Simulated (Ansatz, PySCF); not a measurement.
Gas-phase reaction (SMILES): B (BH3) + N (NH3) → BN (BNH4) + [H][H] (H2); ammonia cleaves one B-H bond, a model of a ligand-exchange step.

Geometries: B3LYP-D3(BJ)/def2-TZVP minima from Ansatz (a quantum-chemistry and plane-wave program), one conformer each, not searched for the lowest. Correlated levels leave the core frozen unless marked. Spin-orbit coupling is left out. No relativistic terms. Basis-set limits of correlation are two-point, X^-3; Hartree-Fock from the larger set. Thermal terms are rigid-rotor harmonic-oscillator values from B3LYP-D3(BJ) frequencies (PySCF) at 298.15 K and 1 atm. 1 Eh = 627.5095 kcal/mol.

```csv
species,"E, CCSD(T)/CBS(def2-TZVPPD,def2-QZVPPD) (Ansatz) (Eh)","E, wB97M-V/def2-TZVPD (Ansatz) (Eh)",H - E (Eh),G - E (Eh)
B (BH3),-26.54873,-26.58282,0.03008,0.00872
N (NH3),-56.50452,-56.55014,0.03799,0.01614
BN (BNH4),-81.92877,-82.02329,0.05211,0.02622
[H][H] (H2),-1.17452,-1.16077,0.01336,-0.00144
```

Question: Work out ΔE and ΔH, ΔG, ΔS and the equilibrium constant at 298.15 K at the first level, then ΔH at the second.

Answer: 
1. ΔE = [(-81.92877) + (-1.17452)] - [(-26.54873) + (-56.50452)] = -0.05004 Eh = -31.4 kcal/mol at CCSD(T)/CBS(def2-TZVPPD,def2-QZVPPD).
2. The terms H - E add up to -0.00260 Eh, so ΔH = (-0.05004 + (-0.00260))×627.5095 = -33.0 kcal/mol.
3. The terms G - E add up to -0.00008 Eh, so ΔG = -31.5 kcal/mol, and ΔS = (-0.00260 - (-0.00008))×627509.5/298.15 = -5.3 cal/(mol K).
4. log10 K = -ΔG/(RT ln 10) = 23.1, with RT ln 10 = 1.3642 kcal/mol.
5. At wB97M-V/def2-TZVPD the same steps give ΔE = -32.1 and ΔH = -33.7 kcal/mol, a shift of -0.7 from the first level.
6. These values are not checked against measurement here, since the tables used lack a sound gas-phase enthalpy of formation for at least one species.
